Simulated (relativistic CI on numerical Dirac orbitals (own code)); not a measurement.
Calculated at this level of theory: Dirac-Coulomb-Breit CI, KLI orbitals optimised for each configuration, a model potential for QED, unscaled Slater integrals (own radial code, finite nucleus).

The strongest absorption lines from the ground level of an ion, among the configurations computed and to levels below about 1090 eV (vacuum wavelength in Å, gf): 12.362 (0.0047), 19.391 (0.0057), 19.602 (0.023), 20.075 (0.0045), 23.981 (0.81), 24.038 (1.4), 25.132 (0.62), 26.445 (0.16).

Problem. Which ion is it?
A. Rn63+
B. Tl56+
C. Pa68+
D. Tl58+

Solution. D. Tl58+ has 23 electrons and the ground level 3s2 3p6 3d5 2D_5/2; the strongest line goes to 3s2 3p5 3d6 2D°_5/2. The pattern of lines fixes the number of electrons, and along that sequence the line energies rise steadily with the charge (about as its square where n changes within one kind of shell, about linearly where n is kept but much faster in heavy ions where fine structure, which grows about as Z⁴, sets the gap, and irregularly where shells cross), which fixes Z. Configurations outside the model, such as inner-shell arrays, can give stronger lines. At this charge energies of transitions that change n are usually good to better than 1 %, and those within a shell (Δn = 0) to a few per cent.

LS names give the leading component of a level, which can be under half, so a name can repeat, a term be missing and a line seem to break the LS rules.
